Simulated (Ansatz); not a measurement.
One geometry of `CCCCCCCCCC[S][Au]`, several levels of theory.

```yaml
crystal:
  periodic: [false, false, false]
  atoms:
    - {symbol: C, position_ang: [-5.591986, -0.202375, 1.310165]}
    - {symbol: C, position_ang: [-4.088512, -0.259400, 1.589536]}
    - {symbol: C, position_ang: [-3.226751, 0.144193, 0.388133]}
    - {symbol: C, position_ang: [-1.720313, 0.091840, 0.659042]}
    - {symbol: C, position_ang: [-0.857166, 0.495305, -0.540326]}
    - {symbol: C, position_ang: [0.648187, 0.433987, -0.263174]}
    - {symbol: C, position_ang: [1.514639, 0.811030, -1.470745]}
    - {symbol: C, position_ang: [3.025392, 0.832774, -1.194332]}
    - {symbol: C, position_ang: [3.609399, -0.531448, -0.805909]}
    - {symbol: C, position_ang: [5.112818, -0.487140, -0.539663]}
    - {symbol: S, position_ang: [5.891606, -2.092224, -0.115764]}
    - {symbol: Au, position_ang: [4.782593, -2.716262, 1.769283]}
    - {symbol: H, position_ang: [-6.187530, -0.499649, 2.197177]}
    - {symbol: H, position_ang: [-5.909839, 0.821911, 1.021904]}
    - {symbol: H, position_ang: [-5.873066, -0.879803, 0.476296]}
    - {symbol: H, position_ang: [-3.842445, 0.400215, 2.451985]}
    - {symbol: H, position_ang: [-3.806003, -1.287110, 1.911213]}
    - {symbol: H, position_ang: [-3.468397, -0.516391, -0.476044]}
    - {symbol: H, position_ang: [-3.507175, 1.172513, 0.063333]}
    - {symbol: H, position_ang: [-1.478796, 0.750819, 1.524308]}
    - {symbol: H, position_ang: [-1.440503, -0.937017, 0.982307]}
    - {symbol: H, position_ang: [-1.132611, 1.524885, -0.864606]}
    - {symbol: H, position_ang: [-1.098370, -0.163756, -1.405449]}
    - {symbol: H, position_ang: [0.905746, -0.591578, 0.082936]}
    - {symbol: H, position_ang: [0.894010, 1.108249, 0.589466]}
    - {symbol: H, position_ang: [1.202163, 1.813562, -1.838075]}
    - {symbol: H, position_ang: [1.304281, 0.105775, -2.306891]}
    - {symbol: H, position_ang: [3.238982, 1.566903, -0.383985]}
    - {symbol: H, position_ang: [3.554318, 1.214554, -2.095612]}
    - {symbol: H, position_ang: [3.113226, -0.913633, 0.114016]}
    - {symbol: H, position_ang: [3.398370, -1.281768, -1.598886]}
    - {symbol: H, position_ang: [5.668404, -0.199560, -1.462521]}
    - {symbol: H, position_ang: [5.365349, 0.270588, 0.230865]}
basis:
  gaussian: {orbitals: def2-TZVP, initial_orbitals: start.molden}
hamiltonian: {xc: {name: r2SCANh}, dispersion: d4}
scf: {omitted_lower_state_checks: [starts]}
output: {orbitals: {seedname: orbitals}}
```

The file start.molden holds the orbitals of an earlier run on this structure, at another level or in another basis.

```sh
$ ansatz run in.yaml --threads 4 --pin off --events-out ev --progress --plain --max-ram 6963MiB
```

It prints (some lines left out):

```
Functional definition: r2SCANh
3343 factors; their error is unknown
mean field evaluation 1: about -25240.0340 eV, gradient 7.7e0 eV
mean field evaluation 2: about -25240.1003 eV, gradient 8.7e-2 eV
mean field evaluation 4: about -25240.0377 eV, gradient 1.6e-3 eV
mean field -25240.03770899 eV, -927.5542774935 hartree, gradient 1.4e-5 eV, S^2 0.000000; 0 other end points of the search recorded, 0 dependent functions left out
reference -25240.03773127 eV, -927.5542783123 hartree; 58, 58 occupied and 455, 455 virtual orbitals, 3343 factors
Total energy: -25240.28610137 eV, -927.5634057449 hartree
Checks for a lower state left out: starts
```

Hardware: 4 threads of Arm Neoverse V2 on a shared host. Wall time 38 s, peak host memory 3.1 GiB.

As the first input, with `gaussian: {orbitals: def2-SVP, initial_orbitals: start.molden}`, `correlation: {method: mp2}` and without the key `hamiltonian` (abridged; 13 s):

```
Functional definition: HF
mean field -25111.62356403 eV, -922.8351447084 hartree, gradient 2.1e-6 eV, S^2 0.000000
15 core orbitals not correlated: weight in the atoms' cores, before any rotation towards them, 1.000 or more for the frozen orbitals, at most 0.000 for the correlated occupied ones
second order -52.54255719 eV of doubles, -0.00000000 eV of singles
Total energy: -25164.16612122 eV, -924.7660480704 hartree
Checks for a lower state left out: starts
```

First input, but with `gaussian: {orbitals: def2-SVP, initial_orbitals: start.molden}`, `hamiltonian: {xc: pbe, dispersion: d4}` (abridged; 5.5 s):

```
Functional definition: PBE
mean field -25212.93836627 eV, -926.5583950169 hartree, gradient 1.7e-5 eV, S^2 0.000000
Total energy: -25213.77221249 eV, -926.5890383002 hartree
Checks for a lower state left out: starts
```

First input, but with `hamiltonian: {xc: r2scan, dispersion: d4}` (abridged; 22 s):

```
Functional definition: r2SCAN
mean field -25241.11466752 eV, -927.5938549895 hartree, gradient 2.4e-5 eV, S^2 0.000000
Total energy: -25241.35130453 eV, -927.6025512390 hartree
Checks for a lower state left out: starts
```

First input, but with `gaussian: {orbitals: def2-SVP, initial_orbitals: start.molden}`, `hamiltonian: {xc: pbe0, dispersion: d4}` (abridged; 12 s):

```
Functional definition: PBE0
mean field -25214.83188387 eV, -926.6279805052 hartree, gradient 1.1e-5 eV, S^2 0.000000
Total energy: -25215.54403163 eV, -926.6541514527 hartree
Checks for a lower state left out: starts
```

Geometry: PBE-D4/def2-SVP.

In the def2 sets Au takes a core potential; there is no spin–orbit coupling. Correlated methods freeze 15 core orbitals; core or outer-core shells of Au are correlated, in sets that lack core-valence functions. At MP2/def2-SVP the test of the restricted singlet for broken spin symmetry was undecided.
